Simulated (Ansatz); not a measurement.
A structure relaxed at r2SCAN-D4/def2-SVPD in Ansatz, charge -1, singlet:

Cartesian coordinates in Å:
```
Ag -0.824 0.182 -0.681
Ag 1.156 1.161 -2.273
Ag -2.288 -0.908 1.339
Ge 0.213 -0.677 1.611
Ge 1.743 0.242 0.005
```

Question: Give its formula and point group.

Answer: Ag3Ge2⁻. Point group C2v (tolerance 0.1 Å).

Question: Summarise the bond lengths by kind (pairs closer than 1.2 times the sum of covalent radii, bridged metal pairs left out).

Answer: 4 × Ag–Ge 2.53 to 2.66 Å; 2 × Ag–Ag 2.72 Å; 1 × Ge–Ge 2.40 Å.

In the def2 sets Ag takes a core potential; there is no spin–orbit coupling. The restricted singlet is unstable towards broken spin symmetry in Hartree–Fock (as tested in another run); at r2SCAN-D4/def2-SVPD this wasn't settled. The relaxation made no stability test and no search for a lower SCF solution. No other spin state of charge -1 was run. Another isomer (singlet) lies 0.14 eV lower at PBE0-D4/def2-TZVPD; other spin states weren't run for this one.
